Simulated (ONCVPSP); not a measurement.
## What one change does to a pseudopotential (nitrogen, ONCV)

```
Element                 : nitrogen (N)
Generator               : ONCVPSP 4.0.1
Type                    : optimised norm-conserving Vanderbilt (ONCV)
Functional              : PBEsol
Relativity              : scalar-relativistic
Frozen core             : [He]
Valence charge          : 5
Reference configuration : 2s2 2p2 (charge +1)
Partial waves           : 2s: rc 0.80 bohr, ncon 4, nbas 7, qcut 10.6 1/bohr, 2 projectors, debl 1 Ha; 2p: rc 2.20 bohr, ncon 4, nbas 7, qcut 7.8 1/bohr, 1 projector
Local potential         : polynomial inside 0.65 bohr (lpopt 5, dvloc0 -1 Ha)
Core correction         : Teter function fitted to the true core (icmod 2), fcfact 0.65
```

In the s channel the program set the typed energies aside and used -1.187, 0.250 Ha.

All-electron outer shells of the reference configuration (PBEsol, scalar-relativistic, ld1.x):

```
shell  level (eV)  outermost node (bohr)  outermost maximum (bohr)
   1s     -400.02                      –                      0.15
   2s      -32.31                   0.32                      0.99
   2p      -20.60                      –                      0.92
```

Change: p: rc 2.86.

Cutoffs: the cutoffs (Ha) at which the residual kinetic energy of the hardest occupied pseudo-wave falls to 1 and 0.1 mHa per electron; they do not see the model core or the augmentation charge, which bear on the density cutoff. Errors are all-electron minus pseudo energies relative to the spin-unpolarised reference configuration.

Q: Predict the effect on cutoff, ghosts and configuration errors.

A: The potential gets neither clearly harder nor softer (31 Ha and 40 Ha → 31 Ha and 40 Ha); both files keep a bound ghost (s); of the 4 tests that both files solve, the error grows in 4 and shrinks in 0 by more than 15 % and 0.3 meV (median size 211.6 → 455.8 meV). More of the atom is replaced by a form fitted at one configuration, so other configurations suffer.

```tsv
quantity	base	changed
cutoff, loose	31 Ha	31 Ha
cutoff, tight	40 Ha	40 Ha
loose cutoff by channel	s 31 Ha, p 17 Ha	s 31 Ha, p 12 Ha
bound ghosts	s	s
GHOST(+) flags under 300 eV	none	none
error for 2s2 2p3, meV [ΔE -13.52 eV]	+46	+132
error for 2s2 2p1, meV [ΔE 28.74 eV]	+187	+427
error for 2s2 2p0, meV [ΔE 75.62 eV]	+1200	+2460
error for 2s0 2p5, meV [ΔE 9.37 eV]	+236	+484
s: phases at 0.81 bohr within 0.05 rad from the reference energy up to (Ha; the scan ends near 5)	to the end of the scan	to the end of the scan
rms error of d²Exc/dni dnj with the model core, mHa	2.12	1.09
```

 A true bound ghost makes a file unfit for plane-wave use even where its test errors are small: the radial tests pick states by their node count and pass the ghost by.
